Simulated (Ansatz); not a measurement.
Ansatz (a program for electronic structure) input (MP2/6-31G*):

Ansatz 0.2 input:
```yaml
crystal:
  periodic: [false, false, false]
  atoms:
    - {symbol: C, position_ang: [0.46427900, -0.48240700, 0.01662400]}
    - {symbol: C, position_ang: [-0.82872400, -0.29631400, 0.06169700]}
    - {symbol: F, position_ang: [-1.71110200, -1.27296600, 0.17958200]}
    - {symbol: F, position_ang: [-1.44309500, 0.87950900, -0.00273100]}
    - {symbol: Cl, position_ang: [1.79849600, 0.48314300, -0.12127000]}
basis:
  gaussian:
    orbitals: 6-31G*
magnetization: {spin_polarized: true, initial_magnetization: 1}
correlation: {method: mp2, electrons: outside_noble_gas}
```

Output:

```
Functional definition: HF
integrals: 0.04 GiB planned
707 factors; integrals over basis functions are off by at most 1.2e-3 eV
mean field: 0.25 GiB planned
mean field evaluation 1: about -19969.9680 eV, gradient 2.2e1 eV
mean field evaluation 2: about -19969.9858 eV, gradient 2.2e1 eV
mean field evaluation 4: about -19972.3697 eV, gradient 3.2e0 eV
mean field evaluation 8: about -19972.5565 eV, gradient 6.3e-1 eV
mean field evaluation 16: about -19972.6199 eV, gradient 3.8e-6 eV
mean field -19972.61989083 eV, -733.9802430601 hartree, gradient 3.8e-6 eV, S^2 0.938653; 0 other end points of the search recorded, 0 dependent functions left out
9 core orbitals not correlated
reference -19972.61989083 eV, -733.9802430601 hartree; 15, 14 occupied and 55, 56 virtual orbitals, 707 factors
second order -18.57777919 eV of doubles, -0.00000000 eV of singles
Total energy: -19991.19767002 eV, -734.6629638528 hartree
```

The geometry given is a B3LYP-D3(BJ)/def2-TZVP minimum.

The determinant is spin-contaminated: <S^2> is 0.94 against 0.75 for a pure state.
